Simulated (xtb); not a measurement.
GaF3, SMILES [F][Ga]([F])[F]. All values are semi-empirical tight-binding results from xtb (GFN2-xTB unless named), good for trends rather than for accurate numbers. The structure is a stationary point at GFN2-xTB. The isomer is the one that the SMILES or the coordinates give; other isomers of the formula were not compared.

For metal compounds this method's bond lengths and energies can be far off.

Computed properties:
```yaml
point_group_as_xtb_finds_it: D3h
orbital_gap: 3.93 eV
zero_point_energy: 2.5 kcal/mol
G − E(el) at 298.15 K (modified RRHO): -15.4 kcal/mol
```
